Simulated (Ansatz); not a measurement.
Cartesian coordinates (Å):
```xyz
7

Zn    -0.0010    -0.0009     0.0085
N     -0.4729    -1.7506    -0.2397
H     -1.2072    -2.0876     0.3986
H      0.3088    -2.4144    -0.1417
N      0.5855     1.7317    -0.0033
H      0.6033     2.1813     0.9228
H      0.0331     2.3573    -0.6072
```
Charge 0, spin multiplicity 1.

These are frozen-core CCSD(T)/def2-TZVPP // BP86-D3(BJ)/def2-SVP in Ansatz (a first-principles code) values and carry that method's errors.

```
Quantity                        Result
----------------------  --------------
HF energy               -1889.08189 Ha
MP2 correlation energy     -1.28975 Ha
```

### Question
Estimate the CCSD correlation energy, the (T) correction, the total energy and the T1 diagnostic.

### Answer

```
Item                              Value
-----------------------  --------------
CCSD correlation energy     -1.21688 Ha
(T) correction              -0.03619 Ha
CCSD(T) total energy     -1890.33496 Ha
T1 diagnostic                     0.015
```
